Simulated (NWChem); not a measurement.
System: TiH3Br; SMILES [TiH3][Br]

The following NWChem deck was run.

```
start job
memory heap 200 mb stack 900 mb global 1100 mb
geometry units angstroms noautoz
  Ti     0.000000     0.000000     1.282904
  Br     0.000000     0.000000    -1.026389
  H      1.336210     0.849367     1.835395
  H     -1.403679     0.732508     1.835395
  H      0.067468    -1.581876     1.835395
end
basis spherical
  Ti library def2-svp
  Br library def2-svp
  H library def2-svp
end
dft
  xc optx lyp
  iterations 150
  mulliken
end
task dft energy
```

NWChem printed, in part:

```
             Northwest Computational Chemistry Package (NWChem) 7.3.0
             --------------------------------------------------------

 C3V symmetry detected

                             Geometry "geometry" -> ""
                             -------------------------

 Output coordinates in angstroms (scale by  1.889725989 to convert to a.u.)

  No.       Tag          Charge          X              Y              Z
 ---- ---------------- ---------- -------------- -------------- --------------
    1 Ti                  22.0000     0.00000000     0.00000000     1.31946303
    2 Br                  35.0000     0.00000000     0.00000000    -0.98982997
    3 H                    1.0000     1.11957193     1.11957193     1.87195403
    4 H                    1.0000    -1.52936369     0.40979177     1.87195403
    5 H                    1.0000     0.40979177    -1.52936369     1.87195403

 Effective nuclear repulsion energy (a.u.)     214.8412642308

      Symmetry information
      --------------------

 Group name             C3v
 Group number             17
 Group order               6
 No. of unique centers     3

                                 NWChem DFT Module
                                 -----------------

 Summary of "ao basis" -> "ao basis" (spherical)
 ------------------------------------------------------------------------------
       Tag                 Description            Shells   Functions and Types
 ---------------- ------------------------------  ------  ---------------------
 Ti                         def2-svp                11       31   5s3p2d1f
 Br                         def2-svp                12       32   5s4p3d
 H                          def2-svp                 3        5   2s1p

      Symmetry analysis of basis
      --------------------------

        a1         28
        a2          2
        e          48

  Rotation of axis

            General Information
            -------------------
          SCF calculation type: DFT
          Wavefunction type:  closed shell.
          No. of atoms     :     5
          No. of electrons :    60
           Alpha electrons :    30
            Beta electrons :    30
          Charge           :     0
          Spin multiplicity:     1
          Use of symmetry is: on ; symmetry adaption is: on
          Maximum number of iterations: 150
          AO basis - number of functions:    78
                     number of shells:    32
          Convergence on energy requested:  1.00D-06
          Convergence on density requested:  1.00D-05
          Convergence on gradient requested:  5.00D-04

              XC Information
              --------------
                        Slater Exchange Functional  1.052 local
                      OPTX     Exchange Functional  1.432 non-local
              Lee-Yang-Parr Correlation Functional  1.000

             Grid Information
             ----------------
          Grid used for XC integration:  medium
          Radial quadrature: Mura-Knowles
          Angular quadrature: Lebedev.
          Tag              B.-S. Rad. Rad. Pts. Rad. Cut. Ang. Pts.
          ---              ---------- --------- --------- ---------
          Ti                  1.40      112          10.0       590
          Br                  1.15      112          10.0       590
          H                   0.35       45          10.0       434
          Grid pruning is: on
          Number of quadrature shells:   269
          Spatial weights used:  Erf1

      Superposition of Atomic Density Guess
      -------------------------------------

 Sum of atomic energies:       -3421.84219213

      Non-variational initial energy
      ------------------------------

 Total energy =   -3421.700836
 1-e energy   =   -5173.854161
 2-e energy   =    1537.312061
 HOMO         =      -0.314928
 LUMO         =       0.028973

      Symmetry analysis of molecular orbitals - initial
      -------------------------------------------------

  Numbering of irreducible representations:

     1 a1          2 a2          3 e

  Orbital symmetries:

     1 a1          2 a1          3 a1          4 a1          5 e
     6 e           7 a1          8 e           9 e          10 a1
    11 a1         12 a1         13 e          14 e          15 a1
    16 e          17 e          18 e          19 e          20 a1
    21 a1         22 e          23 e          24 a1         25 a1
    26 e          27 e          28 a1         29 e          30 e
    31 e          32 e          33 a1         34 e          35 e
    36 a1         37 a1         38 a1         39 e          40 e

     ---------------------------------------------
      Total Density - Mulliken Population Analysis
     ---------------------------------------------

    Atom       Charge   Shell Charges
 -----------   ------   -------------------------------------------------------
    1 Ti  22    20.12   2.00  2.00  2.00  0.77  0.05  6.00  5.99  0.47  0.36  0.47  0.01
    2 Br  35    35.56   2.00  2.00  2.00  1.37  0.57  6.00  5.99  2.49  3.14  8.23  1.73  0.05
    3 H    1     1.44   0.81  0.62  0.00
    4 H    1     1.44   0.81  0.62  0.00
    5 H    1     1.44   0.81  0.62  0.00

   convergence    iter        energy       DeltaE   RMS-Dens  Diis-err
 ---------------- ----- ----------------- --------- --------- ---------
 d= 0,ls=0.0,diis     1  -3425.3828464928 -3.64D+03  6.91D-02  1.42D+00
 d= 0,ls=0.0,diis     2  -3407.4584836220  1.79D+01  3.55D-02  8.53D+01
 d= 0,ls=0.0,diis     3  -3417.3808326526 -9.92D+00  1.09D-02  7.87D+01
 d= 0,ls=0.0,diis     4  -3414.1432254721  3.24D+00  4.72D-03  8.70D+01
 d= 0,ls=0.0,diis     5  -3412.6368674035  1.51D+00  4.56D-03  8.86D+01
 d= 0,ls=0.0,diis     6  -3412.8928758359 -2.56D-01  2.81D-03  8.76D+01
 d= 0,ls=0.0,diis     7  -3412.3758944744  5.17D-01  9.82D-03  8.80D+01
 d= 0,ls=0.0,diis     8  -3415.4413770258 -3.07D+00  5.60D-03  8.53D+01
 d= 0,ls=0.0,diis     9  -3416.2777018214 -8.36D-01  1.55D-03  8.27D+01
 d= 0,ls=0.0,diis    10  -3416.7450286975 -4.67D-01  3.47D-03  8.12D+01
 d= 0,ls=0.0,diis    11  -3415.6587804227  1.09D+00  8.56D-02  8.45D+01
 d= 0,ls=0.0,diis    12  -3423.6503030124 -7.99D+00  5.96D-02  1.25D+01
 d= 0,ls=0.0,diis    13  -3425.7190015507 -2.07D+00  1.79D-02  5.24D-01
 d= 0,ls=0.0,diis    14  -3425.3637216093  3.55D-01  8.64D-03  3.71D+00
 d= 0,ls=0.0,diis    15  -3425.7717227519 -4.08D-01  4.35D-03  3.54D-01
  Resetting Diis
 d= 0,ls=0.0,diis    16  -3425.8190979788 -4.74D-02  1.16D-03  1.44D-02
 d= 0,ls=0.0,diis    17  -3425.8214744112 -2.38D-03  6.25D-04  1.53D-04
 d= 0,ls=0.0,diis    18  -3425.8207916648  6.83D-04  5.18D-04  4.51D-03
 d= 0,ls=0.0,diis    19  -3425.8214985512 -7.07D-04  2.29D-05  4.39D-06
 d= 0,ls=0.0,diis    20  -3425.8214988570 -3.06D-07  1.16D-05  6.25D-07
 d= 0,ls=0.0,diis    21  -3425.8214989669 -1.10D-07  2.40D-06  3.41D-08

         Total DFT energy =    -3425.821498966874
      One electron energy =    -5176.370293940426
           Coulomb energy =     1671.094119425683
    Exchange-Corr. energy =     -135.386588682910
 Nuclear repulsion energy =      214.841264230779

 Numeric. integr. density =       59.999987973720

                  Occupations of the irreducible representations
                  ----------------------------------------------

                     irrep           alpha         beta
                     --------     --------     --------
                     a1               14.0         14.0
                     a2                0.0          0.0
                     e                16.0         16.0

                       DFT Final Molecular Orbital Analysis
                       ------------------------------------

 Vector   28  Occ=2.000000D+00  E=-2.883614D-01  Symmetry=a1
              MO Center= -1.0D-14, -8.9D-15,  1.7D+00, r^2= 3.1D+00
   Bfn.  Coefficient  Atom+Function         Bfn.  Coefficient  Atom+Function
  ----- ------------  ---------------      ----- ------------  ---------------
     4      0.342676  1 Ti s                  3     -0.283956  1 Ti s
    17     -0.280424  1 Ti d  0              64      0.253975  3 H  s
    69      0.253975  4 H  s                 74      0.253975  5 H  s
    65      0.134324  3 H  s                 70      0.134324  4 H  s
    75      0.134324  5 H  s                 11     -0.120202  1 Ti pz

 Vector   29  Occ=2.000000D+00  E=-2.733973D-01  Symmetry=e
              MO Center= -5.3D-01, -5.0D-02,  1.6D+00, r^2= 2.5D+00
   Bfn.  Coefficient  Atom+Function         Bfn.  Coefficient  Atom+Function
  ----- ------------  ---------------      ----- ------------  ---------------
    69      0.350847  4 H  s                 19      0.332480  1 Ti d  2
    70      0.247862  4 H  s                 74     -0.229939  5 H  s
    18      0.193567  1 Ti d  1               9      0.170543  1 Ti px
    75     -0.162445  5 H  s                 24      0.132003  1 Ti d  2
    64     -0.120908  3 H  s                 15     -0.119885  1 Ti d -2

 Vector   30  Occ=2.000000D+00  E=-2.733973D-01  Symmetry=e
              MO Center=  5.3D-01,  5.0D-02,  1.6D+00, r^2= 2.5D+00
   Bfn.  Coefficient  Atom+Function         Bfn.  Coefficient  Atom+Function
  ----- ------------  ---------------      ----- ------------  ---------------
    64      0.335317  3 H  s                 15      0.332480  1 Ti d -2
    74     -0.272368  5 H  s                 65      0.236891  3 H  s
    16      0.193567  1 Ti d -1              75     -0.192419  5 H  s
    10     -0.170543  1 Ti py                20      0.132003  1 Ti d -2
    19      0.119885  1 Ti d  2              47      0.119773  2 Br py

 Vector   31  Occ=0.000000D+00  E=-1.505136D-01  Symmetry=e
              MO Center= -1.7D-02, -1.9D-02,  1.2D+00, r^2= 1.2D+00
   Bfn.  Coefficient  Atom+Function         Bfn.  Coefficient  Atom+Function
  ----- ------------  ---------------      ----- ------------  ---------------
    15      0.492417  1 Ti d -2              18      0.450341  1 Ti d  1
    16     -0.424105  1 Ti d -1              20      0.207752  1 Ti d -2
    23      0.193650  1 Ti d  1              21     -0.182368  1 Ti d -1
    46     -0.116026  2 Br px                47     -0.109267  2 Br py
    43     -0.099652  2 Br px                44     -0.093846  2 Br py

 Vector   32  Occ=0.000000D+00  E=-1.505136D-01  Symmetry=e
              MO Center=  1.7D-02,  1.9D-02,  1.2D+00, r^2= 1.2D+00
   Bfn.  Coefficient  Atom+Function         Bfn.  Coefficient  Atom+Function
  ----- ------------  ---------------      ----- ------------  ---------------
    19     -0.492417  1 Ti d  2              16      0.450341  1 Ti d -1
    18      0.424105  1 Ti d  1              24     -0.207752  1 Ti d  2
    21      0.193650  1 Ti d -1              23      0.182368  1 Ti d  1
    47      0.116026  2 Br py                46     -0.109267  2 Br px
    44      0.099652  2 Br py                43     -0.093846  2 Br px

 Vector   33  Occ=0.000000D+00  E=-1.237286D-01  Symmetry=a1
              MO Center= -7.8D-15,  3.9D-15,  1.4D+00, r^2= 2.2D+00
   Bfn.  Coefficient  Atom+Function         Bfn.  Coefficient  Atom+Function
  ----- ------------  ---------------      ----- ------------  ---------------
    17      0.715590  1 Ti d  0              14      0.331850  1 Ti pz
    22      0.255713  1 Ti d  0              48     -0.201566  2 Br pz
    45     -0.185753  2 Br pz                11     -0.173050  1 Ti pz
    42      0.116982  2 Br pz                 5      0.115953  1 Ti s
    35     -0.082239  2 Br s                 61      0.061810  2 Br d  0

     ---------------------------------------------
      Total Density - Mulliken Population Analysis
     ---------------------------------------------

    Atom       Charge   Shell Charges
 -----------   ------   -------------------------------------------------------
    1 Ti  22    21.27   2.00  2.00  2.00  0.63 -0.03  6.00  6.01  0.34  1.51  0.79  0.01
    2 Br  35    35.17   2.00  2.00  1.99  1.47  0.49  6.00  5.98  2.40  2.83  8.22  1.71  0.08
    3 H    1     1.18   0.74  0.44  0.01
    4 H    1     1.18   0.74  0.44  0.01
    5 H    1     1.18   0.74  0.44  0.01

     -------------------------------------------
      Total Density - Lowdin Population Analysis
     -------------------------------------------

    Atom       Charge   Shell Charges
 -----------   ------   -------------------------------------------------------
    1 Ti  22    21.77   2.00  2.00  1.94  0.44  0.16  5.99  5.83  0.78  1.37  1.23  0.03
    2 Br  35    34.91   2.00  2.00  1.96  1.13  0.70  5.99  5.81  2.47  2.82  7.86  2.01  0.15
    3 H    1     1.11   0.64  0.45  0.02
    4 H    1     1.11   0.64  0.45  0.02
    5 H    1     1.11   0.64  0.45  0.02

     Multipole analysis of the density
     ---------------------------------

     L   x y z        total         alpha         beta         nuclear
     -   - - -        -----         -----         ----         -------
     0   0 0 0     -0.000000    -30.000000    -30.000000     60.000000

     1   1 0 0      0.000000      0.000000      0.000000      0.000000
     1   0 1 0      0.000000      0.000000      0.000000     -0.000000
     1   0 0 1      0.071707      0.035854      0.035854      0.000000

     2   2 0 0    -29.694106    -21.561232    -21.561232     13.428358
     2   1 1 0     -0.000000      0.000000      0.000000     -0.000000
     2   1 0 1      0.000000      0.000000      0.000000      0.000000
     2   0 2 0    -29.694106    -21.561232    -21.561232     13.428358
     2   0 1 1     -0.000000      0.000000      0.000000     -0.000000
     2   0 0 2    -28.062527   -162.419650   -162.419650    296.776773
```

Level: OLYP/def2-SVP. Geometry: optimised at PBE0/def2-SVP.
